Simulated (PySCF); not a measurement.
Computed with PySCF with B3LYP-D3(BJ)/def2-TZVP // B3LYP-D3(BJ)/def2-SVP. Gas-phase values, no solvent. One relaxed conformer stands for a flexible species; it need not be the lowest. B3LYP has the VWN-RPA correlation part, as in Gaussian. Excitations are Tamm–Dancoff values on a coarser integration grid. The basis has no diffuse functions, so Rydberg states are missing or too high.

Reference species (SMILES): `Bc1ccc2ccccc2n1` (neutral, multiplicity 1).

```
Property                Value
-------------------  --------
T1 excitation (TDA)   2.70 eV
HOMO                 -6.77 eV
```

Changed species: `c1ccnc2ccc(B)cc12`.

Problem. Predict the effect on the T1 excitation (TDA) and HOMO.

Solution. the T1 excitation (TDA) rises by 0.13 eV, to 2.83 eV; the HOMO drops by 0.09 eV, to -6.86 eV.
